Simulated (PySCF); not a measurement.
SMILES C#CCC[SiH3] at its GFN2-xTB optimised geometry (Å):

```
13

C      2.1382    -1.9832     0.0248
C      1.7480    -0.8519     0.0136
C      1.2251     0.4990     0.0000
C     -0.3072     0.4990     0.0000
Si    -1.0366     2.2552     0.0000
H      2.4968    -2.9688     0.0396
H      1.5994     1.0315     0.8796
H      1.5990     1.0142    -0.8900
H     -0.6586    -0.0534     0.8744
H     -0.6590    -0.0550    -0.8731
H     -2.4968     2.1684     0.0013
H     -0.5773     2.9688    -1.1945
H     -0.5747     2.9684     1.1938
```

Method: PBE/def2-TZVP in PySCF 2.14.0.

Map of the deformation density (molecule minus spherical neutral atoms) (e/bohr³) on the plane z = 1.0 Å:

```
|1111111111111111111111111111111|
|1111111111111111111111111111111|
|1111111111111111111111111111111|
|1111111111111111111111111111111|
|1111111111111111111111111111111|
|1111111110112321111111111111111|
|1111111110125951111111111111111|
|1111111111125852111111111111111|
|1111111111012421000111111111111|
|1111111110000110000000111111111|
|1111111110000000000000011111111|
|1111111110000000000110001111111|
|1111111110000100001561001111111|
|1111111110001110001331001111111|
|1111111111001430000110001111111|
|1111111111001741000000001111111|
|1111111111000110000000001111111|
|1111111111100000000000001111111|
|1111111111110000000001111111111|
|1111111111111111000111111111111|
|1111111111111111111111111111111|
|1111111111111111111110000111111|
|1111111111111111111100000111111|
|1111111111111111111100000111111|
|1111111111111111111100000111111|
|1111111111111111111110000111111|
|1111111111111111111111001111111|
|1111111111111111111111111111111|
|1111111111111111111111111111111|
|1111111111111111111111111111111|
|1111111111111111111111111111111|
```
Scale: ten equal steps from -0.011 (start of '0') to 0.076 (end of '9'), in the order '0123456789'; x runs from -5.00 to 5.00, y from -5.00 (bottom) to 5.00 (top).
